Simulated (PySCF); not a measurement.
**Computed properties of YCl3, SMILES [Cl][Y]([Cl])[Cl]**

YCl3, SMILES [Y]([Cl])([Cl])[Cl]. Geometry optimised at r2SCAN-D4/def2-SVP. The isomer is the one that the SMILES or the coordinates give; other isomers of the formula were not compared. The def2 effective core potentials stand for the cores of Y; spin–orbit coupling is left out. The values are those of a single conformer. All values are computed for the isolated molecule unless a solvent is named; none is compared with measurement here.

**Structure.** The optimised structure has D3h symmetry. All 6 harmonic modes at r2SCAN-D4/def2-SVP (PySCF) are real, so it is a minimum. With heavy atoms numbered as in [Y:1]([Cl:2])([Cl:3])[Cl:4], the shortest bond between them is Y1–Cl2 at 2.443 Å and the longest Y1–Cl4 at 2.443 Å.

**Vibrations.** The strongest infrared lines (harmonic, unscaled, degenerate partners summed) lie at 395 cm⁻¹ (240 km/mol, Cl 60 %, Y 40 %), 37 cm⁻¹ (44 km/mol, Y 54 %, Cl 46 %), 81 cm⁻¹ (10 km/mol, Cl 86 %, Y 14 %). The softest mode is at 37 cm⁻¹ and the zero-point energy is 1.9 kcal/mol.

**Electronic structure.** CAM-B3LYP/def2-TZVPD (PySCF) places the frontier levels at -10.49 and -2.17 eV, a gap of 8.32 eV, and gives a dipole moment of 0.00 D and a mean polarisability of 78.6 bohr³. PBE/def2-TZVPD (PySCF) at the same geometry gives -7.77 and -3.71 eV, so its gap is 4.26 eV narrower. An orbital gap is neither the optical nor the fundamental gap.

**Excitations.** TDA-CAM-B3LYP/def2-SVPD (PySCF) has S1 at 5.13 eV (242 nm, f = 0.000, dark); the most intense of the 10 singlets computed lies at 5.45 eV (f = 0.07). Strengths of degenerate partners are summed. T1 (TDA) is at 5.11 eV, 0.02 eV under S1. TDA-PBE/def2-SVPD (PySCF) puts S1 at 4.07 eV. No vertical singlet excitation falls in the visible range (under 3.1 eV).
